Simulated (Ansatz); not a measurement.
Geometry optimisation, Ansatz, RKS BLYP-D4/def2-SVP.

Input file:

```yaml
crystal:
  periodic: [false, false, false]
  atoms:
    - { symbol: Ga, position_ang: [0.0, 0.0, 0.0] }
    - { symbol: H, position_ang: [0.0, 0.0, 1.57] }
    - { symbol: O, position_ang: [1.5501, 0.0, -0.895] }
    - { symbol: H, position_ang: [1.85, -0.9519, -1.0499] }
    - { symbol: "N", position_ang: [-1.6714, 0.0, -0.965] }
    - { symbol: H, position_ang: [-2.3403, -0.8164, -0.8664] }
    - { symbol: H, position_ang: [-1.9204, 0.8164, -1.5936] }
basis:
  gaussian: { orbitals: def2-SVP }
hamiltonian:
  xc: blyp
  dispersion: d4
relax:
  f_tol: 0.02
  max_steps: 40
```

Run as:

```bash
$ ansatz run input.yaml --threads 1 --pin off --max-ram 2048MiB --backend cpu --events-out ev --progress --plain --runs-dir out
```

Q: Where does it end, and by what steps?

A: The run converged. After 9 steps the energy has fallen by 0.757 eV; H7 moved furthest, 1.04 Å.

```json
{"step": "0", "energy less start (eV)": "0.0000", "largest force component (eV/Å)": "1.854", "accepted": "yes"}
{"step": "1", "energy less start (eV)": "-0.2675", "largest force component (eV/Å)": "1.089", "accepted": "yes"}
{"step": "2", "energy less start (eV)": "-0.4394", "largest force component (eV/Å)": "0.709", "accepted": "yes"}
{"step": "3", "energy less start (eV)": "-0.5635", "largest force component (eV/Å)": "0.431", "accepted": "yes"}
{"step": "4", "energy less start (eV)": "-0.6259", "largest force component (eV/Å)": "0.438", "accepted": "yes"}
{"step": "5", "energy less start (eV)": "-0.6695", "largest force component (eV/Å)": "0.357", "accepted": "yes"}
{"step": "6", "energy less start (eV)": "-0.7266", "largest force component (eV/Å)": "0.435", "accepted": "yes"}
{"step": "7", "energy less start (eV)": "-0.7534", "largest force component (eV/Å)": "0.109", "accepted": "yes"}
{"step": "8", "energy less start (eV)": "-0.7562", "largest force component (eV/Å)": "0.060", "accepted": "yes"}
{"step": "9", "energy less start (eV)": "-0.7574", "largest force component (eV/Å)": "0.019", "accepted": "yes"}
```

```xyz
7
Properties=species:S:1:pos:R:3
Ga -0.054 -0.155 0.161
H -0.120 -0.169 1.718
O 1.585 -0.222 -0.613
H 1.554 -0.221 -1.589
N -1.523 -0.090 -0.935
H -2.482 -0.034 -0.586
H -1.493 -0.060 -1.957
```

Whether the end is a true minimum wasn't checked by a vibrational analysis.

Run time: 21 s on 1 thread of Arm Neoverse V2, on a shared host, peak memory 0.12 GiB.
